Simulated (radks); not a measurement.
Values are calculated unless marked as measured or tabulated.
All-electron atom: Se2+ in [Ar] 3d10 4s1.5 4p2.5 (fractional occupations, a model configuration). Level of theory: Dirac Kohn-Sham, BLYP, spin-unpolarised, spherical densities, finite nucleus; open shells are shared between the two j in proportion to 2j + 1; Fermi nuclear charge, rms radius 4.14 fm (a radial shooting solver on a logarithmic mesh with Libxc functionals). Some entries of the table are withheld. Estimate them.

| orbital | occ. | eigenvalue (eV) | <r> (bohr) | r(max) (bohr) |
|---|---|---|---|---|
| 1s1/2 | 2 | -12527.74 | 0.04408 | 0.02879 |
| 2s1/2 | 2 | -1630.371 | 0.1957 | 0.1646 |
| 2p1/2 | 2 | -1465.361 | (1) | 0.1295 |
| 2p3/2 | 4 | -1423.562 | (2) | 0.1327 |
| 3s1/2 | 2 | -236.6113 | 0.5739 | 0.5022 |
| 3p1/2 | 2 | -180.1903 | 0.5822 | (3) |
| 3p3/2 | 4 | -174.3017 | 0.5928 | (4) |
| 3d3/2 | 4 | (5) | (6) | 0.4504 |
| 3d5/2 | 6 | (7) | (8) | 0.4531 |
| 4s1/2 | 1.5 | -37.9957 | 1.684 | 1.464 |
| 4p1/2 | 0.833333 | -26.0848 | 1.960 | 1.664 |
| 4p3/2 | 1.66667 | -25.5573 | 1.991 | 1.691 |

Answer. 
(1) 2p1/2 <r> (bohr): 0.1685
(2) 2p3/2 <r> (bohr): 0.1723
(3) 3p1/2 r(max) (bohr): 0.4944
(4) 3p3/2 r(max) (bohr): 0.5030
(5) 3d3/2 eigenvalue (eV): -76.9760
(6) 3d3/2 <r> (bohr): 0.6258
(7) 3d5/2 eigenvalue (eV): -76.0767
(8) 3d5/2 <r> (bohr): 0.6301
